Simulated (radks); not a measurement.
Spin polarisation of the 4p1 shell in Ga. Start: [Ar] 3d10 4s2 4p(up 0.5, down 0.5); electrons of 4p are moved from spin down to spin up, other shells keep equal spins. Method: non-relativistic Kohn-Sham, PBEsol, spin-polarised, spherical densities, point nucleus; computed with a radial shooting solver on a logarithmic mesh with Libxc functionals.

moment (Bohr magnetons)  E - E(0) (eV)  e(4p up) (eV)  e(4p down) (eV)  4s down minus up (eV)  3d down minus up (eV)  3p down minus up (eV)
0                                0.000         -2.609           -2.609                  0.000                  0.000                  0.000
0.25                            -0.012         -2.699           -2.508                  0.177                  0.015                  0.004
0.5                             -0.048         -2.779           -2.395                  0.354                  0.029                  0.009
0.75                            -0.108         -2.849           -2.269                  0.534                  0.044                  0.013
1                               -0.193         -2.909           -2.120                  0.716                  0.059                  0.017

At moment 1 the spin-polarisation energy is -0.193 eV and the 4p exchange splitting 0.789 eV, that is 0.789 eV per Bohr magneton; E = -I m^2/4 would give I = 0.773 eV.
